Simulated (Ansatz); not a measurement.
Cost and result for the atomization energy of `C[SiH](F)[InH2]` (10 atoms, 9 bonds).

Cartesian coordinates in Å:
```
C 0.841 -0.636 1.269
Si -0.628 0.195 0.471
F -0.862 1.607 1.219
In -0.368 0.569 -2.074
H 0.674 -0.757 2.343
H 0.989 -1.628 0.832
H 1.758 -0.062 1.127
H -1.847 -0.623 0.747
H -0.043 -0.784 -3.110
H -0.513 2.119 -2.823
```

The species carries charge 0 and has multiplicity 1. Correlated methods include outer-core shells of In, which these sets cover unevenly. In takes the def2 core potential. The structure was optimised at the PBE0-D4/def2-TZVP level. Program: Ansatz. All runs use 4 threads of an Arm Neoverse V2 on a shared host. Times are those of one run each, without the atoms' runs, and a repeat can differ threefold. Electronic energies, without spin–orbit coupling; frozen cores. CCSD(T)/CBS adds CCSD(T) − MP2 in def2-TZVPP to the MP2 limit, and its time is that of the two runs behind it. T1 = 0.013. With those shells the extrapolation isn't a true limit.

CCSD(T)/CBS is a level of theory with its own doubt, some kJ/mol a heavy atom from the limit and from the frozen cores, so smaller differences don't rank the functionals.

```tsv
level	functions	wall time
revPBE-D4/def2-TZVPP	238	1.9 s
BLYP-D4/def2-TZVPP	238	2.4 s
BHLYP-D4/def2-TZVPP	238	3 s
CAM-B3LYP-D4/def2-TZVPP	238	3.3 s
r2SCANh-D4/def2-TZVPP	238	4.4 s
r2SCAN-D4/def2-TZVPP (with forces)	238	4.6 s
B2PLYP/def2-TZVPP	238	5 s
CCSD(T)/def2-SVP	102	5 s
PBE-QIDH/def2-TZVPP	238	5.5 s
B97M-V/def2-TZVPP	238	8.5 s
MP2/def2-QZVPP	446	17 s
CCSD(T)/def2-TZVPP	238	2.5 min
CCSD(T)/CBS(def2)	–	2.8 min
```

**Question.** What atomization energy does each give, and how far from CCSD(T)/CBS? (Best estimate.)

**Answer.** Ansatz gave: 
```csv
level,atomization (kJ/mol),difference from CCSD(T)/CBS,per bond
revPBE-D4/def2-TZVPP,3077.1,-81.6,-9.1
BLYP-D4/def2-TZVPP,3100.8,-57.9,-6.4
BHLYP-D4/def2-TZVPP,3077.7,-81.0,-9.0
CAM-B3LYP-D4/def2-TZVPP,3158.7,0.0,0.0
r2SCANh-D4/def2-TZVPP,3136.9,-21.8,-2.4
r2SCAN-D4/def2-TZVPP (with forces),3150.6,-8.1,-0.9
B2PLYP/def2-TZVPP,3097.3,-61.4,-6.8
CCSD(T)/def2-SVP,2945.7,-213.0,-23.7
PBE-QIDH/def2-TZVPP,3116.6,-42.1,-4.7
B97M-V/def2-TZVPP,3169.6,10.9,1.2
MP2/def2-QZVPP,3133.5,-25.2,-2.8
CCSD(T)/def2-TZVPP,3082.4,-76.3,-8.5
CCSD(T)/CBS(def2),3158.7,0.0,0.0
```

At CCSD(T), def2-SVP lies −213.0 kJ/mol from the extrapolated value and def2-TZVPP −76.4 kJ/mol: correlation converges slowly with the basis, and small sets miss more of it in the bonded molecule than in its fragments. In def2-TZVPP, CCSD(T) changes the Hartree–Fock value by +715.4 kJ/mol (the triples alone add +33.8 kJ/mol) and MP2 by +720.3 kJ/mol; breaking electron pairs costs correlation energy, which Hartree–Fock lacks. From BLYP to BHLYP (50 % exact exchange), in def2-TZVPP and without D4, the atomization energy moves by −9.0 kJ/mol: exact exchange takes away binding that semilocal exchange gives to molecules.

Spin–orbit coupling would lower the free In atoms strongly, and the atomization energy with them, by more than many differences here.
